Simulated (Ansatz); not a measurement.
Species: sum formula HSO₃ (charge 0, doublet). It need not be the lowest isomer of its formula. 
Structure (B3LYP-D3(BJ)/def2-TZVP (Ansatz, a first-principles code) minimum search):
```xyz
5

O      0.4342    -0.6993    -1.1852
S     -0.2804     0.0183     0.0913
O      0.2653    -0.5711     1.2992
O     -0.2259     1.4334    -0.1815
H      0.6974    -1.5966    -0.9218
```
Charge 0, spin multiplicity 2.

Parts of the frozen-core correlation energy in cc-pV(T+d)Z (Ansatz, hartree). Frozen orbitals: 8; correlated occupied orbitals by spin: 13 and 12; virtual: 122 and 123. Open shells are spin-unrestricted. No spin-orbit coupling. No relativistic terms.

```tsv
term	value
reference (HF)	-622.74072
MP2 opposite-spin	-0.64864
MP2 same-spin	-0.23939
CCSD correlation	-0.88663
(T)	-0.04087
T1 diagnostic	0.020
largest doubles amplitude	0.025
<S^2> of the reference	0.779
```
